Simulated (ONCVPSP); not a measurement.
# How hard is this chlorine (Cl) ONCV potential?

ONCVPSP 4.0.1 input, shortened (lines: element, Z, core and valence counts, functional; n l f; lmax; l rc ep ncon nbas qcut; lloc lpopt rc5 dvloc0; l nproj debl; icmod fcfact rcfact), PW91, fully relativistic:

```
  Cl 17.00    1    4  -109134      upf
    1    0    2.00
    2    0    2.00
    2    1    6.00
    3    0    2.00
    3    1    4.00
    2
    0    0.80    0.00    4    8   11.80
    1    0.55    0.00    4    7   21.70
    2    0.85    0.37    4    8   12.30
    4    5    0.35   -1.00
    0    2    3.20
    1    2    3.80
    2    1    2.20
    0    0.00    0.00
```

Open shells are filled in proportion to 2j + 1.

Problem. For each optimised wave give the share of its norm inside rc, the residual kinetic energy above qcut (Ha) and the cutoffs (Ha) for errors of 10, 1, 0.1 and 0.01 mHa per electron.

Solution.

```
               wave  norm inside rc  residual KE  10 mHa  1 mHa  0.1 mHa  0.01 mHa
                 2s           0.952      5.3e-06    40.5   51.2     59.6      66.9
                 3s           0.075      7.3e-05    32.5   43.2     54.6     301.1
           2p j=3/2           0.795      3.7e-04   186.9  219.7    429.8     555.0
           3p j=3/2           0.037      9.6e-05   154.7  199.5    235.2     377.2
           2p j=1/2           0.798      3.8e-04   187.5  220.2    432.8     559.8
           3p j=1/2           0.037      1.0e-04   155.6  200.2    236.0     384.6
d projector 1 j=5/2           0.034      4.1e-05    30.9   52.0     68.9     174.3
d projector 1 j=3/2           0.046      4.8e-05    32.5   53.3     70.0     185.7
```

The occupied waves need 220 Ha and 433 Ha for 1 and 0.1 mHa.
